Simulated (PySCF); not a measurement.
A structure optimised at PBE0-D3(BJ)/def2-TZVP, used in a PySCF frequency run:

```xyz
6

Zr    -0.0003    -0.6497     0.0000
H      1.7843    -1.1315     0.0000
H     -0.8744    -1.2490    -1.5101
H     -0.8744    -1.2490     1.5101
S     -0.0808     1.7484     0.0000
H      1.2714     1.6412     0.0000
```
Charge 0, spin multiplicity 1.

Task: Write its SMILES, formula and point group.

Result: [SH][ZrH3], H₄SZr, Cs

Task: What are its rotational constants (standard atomic weights)?

Result: 45.386, 3.4129, 3.3688 GHz
